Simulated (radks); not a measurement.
The sulfur ion S15+, configuration 1s1.

All-electron calculation, non-relativistic Kohn-Sham, exchange-only B88, spin-polarised, spherical densities, point nucleus; open shells are filled with parallel spins first. Program: a radial shooting solver on a logarithmic mesh with Libxc functionals.

Energy parts (eV):
part                 energy
total             -3481.879
kinetic            3481.879
electron-nucleus  -6964.920
Hartree             135.928
exchange           -134.766

Orbitals (lengths in bohr, moments of r in powers of bohr):
1s up: occ. 1; eigenvalue (eV) -3381.999; <r^4> 0.0003474

The highest occupied level is 1s up at -3382.0 eV. The electron density at the nucleus is 1308 e/bohr^3. Spin moment in Bohr magnetons: 1. The density falls to 0.001 e/bohr^3 at r = 0.44 bohr. Summed over all electrons, <r^2> = 0.01176 bohr^2, which gives a Langevin (diamagnetic) susceptibility term of -0.00932 x 10^-6 cm^3/mol. Virial ratio -V/T = 2.00000. The spin density at the nucleus is 1308 e/bohr^3 (1s 1308), a Fermi contact field of 6.86e+04 T.
